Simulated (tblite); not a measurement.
Isomers of [C3H7O3S]- (charge -1). Computed with GFN2-xTB (tblite): harmonic, unscaled wavenumbers at the GFN2-xTB geometry, gas phase. Errors from tens to a few hundred cm⁻¹ against measured bands are possible. One conformer each.

Electronic energies: GFN2-xTB at the same geometries; isomer energies are rough at this level and their order can be wrong.

```
            SMILES  electronic energy, lowest = 0 (kcal/mol)
 CCOC[S@@](=O)[O-]                                       0.0
[CH2-]S(=O)(=O)OCC                                      20.4
  CS(=O)(=O)CC[O-]                                      27.4
```

Question: How do GFN2-xTB zero-point energies change the relative energies?

Answer: 
```
            SMILES  ZPE (kcal/mol)  of it from modes above 1550 cm⁻¹  electronic (kcal/mol)  with ZPE, lowest = 0 (kcal/mol)  lowest mode (cm⁻¹)  rings
 CCOC[S@@](=O)[O-]            64.4                              29.5                    0.0                              0.0                  39      0
[CH2-]S(=O)(=O)OCC            63.4                              29.6                   20.4                             19.4                  30      0
  CS(=O)(=O)CC[O-]            62.5                              27.8                   27.4                             25.5                  67      0
```

The zero-point energies span 1.9 kcal/mol, from `CS(=O)(=O)CC[O-]` to `CCOC[S@@](=O)[O-]`. The order is unchanged.

Question: What do entropy and thermal enthalpy add at 298.15 K and 1 bar (rigid rotor, harmonic oscillator, one conformer each)?

Answer: 
| SMILES | point group | symmetry number | S (cal/(mol K)) | H − H(0) (kcal/mol) | ZPE + H − H(0) − TS (kcal/mol) |
| --- | --- | --- | --- | --- | --- |
| CCOC[S@@](=O)[O-] | C1 | 1 | 93.2 | 6.05 | 42.6 |
| [CH2-]S(=O)(=O)OCC | Cs | 1 | 92.2 | 6.07 | 42.0 |
| CS(=O)(=O)CC[O-] | C1 | 1 | 86.3 | 5.51 | 42.3 |
